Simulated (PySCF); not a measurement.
Input for PySCF: U-HF/LANL2DZ on ClHSn (SMILES [Cl][SnH]), a point of a bond scan (R = 6.469 Å).

```python
from pyscf import gto, scf, dft, mp
from pyscf.data.elements import chemcore

mol = gto.M(
    atom='''
    Sn   -0.30483669   -0.30030482    0.41765924
    H    -1.42233025   -0.94349575   -0.81898880
    Cl    3.16488385    3.04514106   -3.89665170
    ''',
    basis='lanl2dz',
    ecp={'Cl': 'lanl2dz', 'Sn': 'lanl2dz'},
    charge=0, spin=0, verbose=3, max_memory=1800)
mf = scf.UHF(mol)
mf.conv_tol = 1e-8
mf.max_cycle = 100
mf.init_guess_breaksym = True
mf.kernel()
if not mf.converged:
    mf = mf.newton().run(mf.mo_coeff, mf.mo_occ)
for _ in range(4):
    mo, _, stable, _ = mf.stability(return_status=True)
    if stable:
        break
    mf.kernel(mf.make_rdm1(mo, mf.mo_occ))
```

It printed:

```
converged SCF energy = -18.3807686371382  <S^2> = 4.960666e-08  2S+1 = 1.0000001
<class 'pyscf.scf.uhf.UHF'> wavefunction has an internal instability
converged SCF energy = -18.469767899074  <S^2> = 1.0035447  2S+1 = 2.2392362
<class 'pyscf.scf.uhf.UHF'> wavefunction is stable in the internal stability analysis
```

The calculation finished and met its thresholds. Its determinant has ⟨S²⟩ = 1.00, a mixture of spin states.

Cost: roughly 1.3 core-seconds.
